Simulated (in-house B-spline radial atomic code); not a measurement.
A fraction x of an electron is removed from 3p in Ca4+, starting from [Ne] 3s2 3p4 and keeping the highest spin. Level of theory: non-relativistic wB97X, spin-polarised, spherical fractional occupations, point nucleus; calculated with a radial B-spline atomic code at the basis-set limit.

Caution: exact exchange at fractional occupations of open shells leaves self-interaction of up to several eV.

```tsv
x	E(x) - E(0) (eV)	3p down level (eV)
0	0.0000	-73.884
0.07	5.2050	-74.832
0.16	11.9950	-76.055
0.33	25.1216	-78.378
0.45	34.6259	-80.029
0.5	38.6447	-80.721
0.57	44.3291	-81.691
0.65	50.9089	-82.806
0.86	68.6080	-85.764
0.88	70.3261	-86.048
1	80.7546	-
```

The exact functional would give a straight line between the two integer points. Deviations E(x) - E(0) - x[E(1) - E(0)], in eV: -0.448 at x = 0.07, -0.926 at x = 0.16, -1.527 at x = 0.33, -1.714 at x = 0.45, -1.733 at x = 0.5, -1.701 at x = 0.57, -1.582 at x = 0.65, -0.841 at x = 0.86, -0.738 at x = 0.88.

The curve lies below the straight line by up to 1.733 eV (at x = 0.5): convex, the delocalisation error, to which spherically averaged exact exchange adds.

(1) How well does Slater's transition state (minus the level at half occupation) give the ionisation energy?

## Answers

(1) It gives 80.721 eV against 80.755 eV from the two total energies; NIST lists 84.34 eV, ground level to ground level. The end point has an open shell averaged over its orbitals, so its exact exchange keeps a self-interaction and this is no true integer point.
